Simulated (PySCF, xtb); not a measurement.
CH4NO, SMILES NC=[OH+], charge +1.

GFN2-xTB in xtb at its own geometry gives an orbital gap of 5.88 eV.

Geometry optimised at PBE-D3(BJ)/def2-TZVP. The isomer is the one that the SMILES or the coordinates give; other isomers of the formula were not compared. The values are those of a single conformer.

Task: What does ωB97X/def2-TZVPD run with PySCF give? (Estimate from the structure and the level; the computed values follow.)

Result: gap 13.63 eV (levels -18.46 and -4.83 eV).
